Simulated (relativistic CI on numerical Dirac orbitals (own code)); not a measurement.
# Ligand-field terms of d4

Computed with a parametric ligand-field model of a d^n configuration (Racah B and C, spin-orbit zeta, crystal field), exact diagonalisation.

Field parameters in Wybourne normalisation: D3d B²₀ = −7Dσ, B⁴₀ = −14Dq − 21Dτ, B⁴₃ = −14√(10/7) Dq; D4h B²₀ = −7Ds, B⁴₀ = 21(Dq − Dt), B⁴₄ = 21√(5/14) Dq; Oh B⁴₀ = 21Dq, B⁴₄ = √(5/14) B⁴₀; Td as Oh with Dq negative (B⁴₀ = 21Dq, B⁴₄ = √(5/14) B⁴₀). The field is a parameter set, without covalency.

Question: Ground term and bands for B = 500, C = 1780, ζ = 0 cm⁻¹, D3d, 10Dq = 30000, Dσ = 1200, Dτ = 300 cm⁻¹?

Answer: Ground term 3A2 with 0.01 electrons in the two orbitals of the cubic e set. Spin-allowed: 3E 5318 cm⁻¹ (1880 nm), 3A1 29503 cm⁻¹ (339 nm), 3E 30532 cm⁻¹ (328 nm), 3E 33174 cm⁻¹ (301 nm). Lowest spin-forbidden: 1E 6105 cm⁻¹ (1638 nm), 1A1 9820 cm⁻¹ (1018 nm), 1E 11427 cm⁻¹ (875 nm).

Question: Ground term and bands for B = 610, C = 2510, ζ = 0 cm⁻¹, Oh, 10Dq = 4100 cm⁻¹?

Answer: Ground term 5E with 1.00 electrons in the two orbitals of the cubic e set. Spin-allowed: 5T2 4100 cm⁻¹ (2439 nm). Lowest spin-forbidden: 3T1 10167 cm⁻¹ (984 nm), 3E 12896 cm⁻¹ (775 nm), 3T1 13698 cm⁻¹ (730 nm).

Question: Ground term and bands for B = 440, C = 2240, ζ = 0 cm⁻¹, D4h, 10Dq = 10800, Ds = 1620, Dt = 940 cm⁻¹?

Answer: Ground term 5B1 with 1.00 electrons in the two orbitals of the cubic e set. Spin-allowed: 5B2 10800 cm⁻¹ (926 nm), 5E 10960 cm⁻¹ (912 nm), 5A1 11180 cm⁻¹ (894 nm). Lowest spin-forbidden: 3A2 11408 cm⁻¹ (877 nm), 3E 11497 cm⁻¹ (870 nm), 3B1 11568 cm⁻¹ (864 nm).

Question: Ground term and bands for B = 560, C = 2160, ζ = 0 cm⁻¹, Td, 10Dq = -3200 cm⁻¹?

Answer: Ground term 5T2 with 2.00 electrons in the two orbitals of the cubic e set. Spin-allowed: 5E 3200 cm⁻¹ (3125 nm). Lowest spin-forbidden: 3T1 8822 cm⁻¹ (1134 nm), 3T2 10247 cm⁻¹ (976 nm), 1A1 11371 cm⁻¹ (879 nm).

Question: Ground term and bands for B = 430, C = 1680, ζ = 0 cm⁻¹, Td, 10Dq = -2200 cm⁻¹?

Answer: Ground term 5T2 with 2.00 electrons in the two orbitals of the cubic e set. Spin-allowed: 5E 2200 cm⁻¹. Lowest spin-forbidden: 3T1 7088 cm⁻¹ (1411 nm), 3T2 8066 cm⁻¹ (1240 nm), 3T1 8864 cm⁻¹ (1128 nm).
